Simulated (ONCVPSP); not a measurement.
## How hard is this Si (Z = 14) ONCV potential?

* Element: Si (Z = 14)
* Generator: ONCVPSP 4.0.1
* Type: optimised norm-conserving Vanderbilt (ONCV)
* Functional: LDA (Perdew-Wang 92)
* Relativity: scalar-relativistic
* Frozen core: [Ne]
* Valence charge: 4
* Reference configuration: 3s2 3p2
* Partial waves: 3s: rc 1.45 bohr, ncon 4, nbas 8, qcut 4.2 1/bohr, 2 projectors, debl 0.4 Ha; 3p: rc 1.80 bohr, ncon 3, nbas 7, qcut 4.8 1/bohr, 2 projectors, debl 1.6 Ha; d scattering state at 0.18 Ha: rc 1.55 bohr, ncon 4, nbas 8, qcut 6.4 1/bohr, 1 projector
* Local potential: polynomial inside 1.35 bohr (lpopt 4, dvloc0 3 Ha)
* Core correction: Teter function, fcfact 3.75, rcfact 1.7

Q: For each optimised wave give the share of its norm inside rc, the residual kinetic energy above qcut (Ha) and the cutoffs (Ha) for errors of 10, 1, 0.1 and 0.01 mHa per electron.

A:

```tsv
wave	norm inside rc	residual KE	10 mHa	1 mHa	0.1 mHa	0.01 mHa
3s	0.192	4.6e-04	5.0	7.8	43.4	83.7
s projector 2	0.021	1.9e-04	2.1	6.5	9.6	43.3
3p	0.212	6.2e-06	2.1	3.4	8.1	11.1
p projector 2	0.126	1.1e-04	3.5	4.5	13.3	69.5
d projector 1	0.057	6.0e-05	6.8	13.5	19.2	59.3
```

The occupied waves need 7.8 Ha and 43 Ha for 1 and 0.1 mHa. Note: ghosts flagged at negative energy: s at -109.1 eV; no localised positive-energy state flagged. A true bound ghost makes a file unfit for plane-wave use.
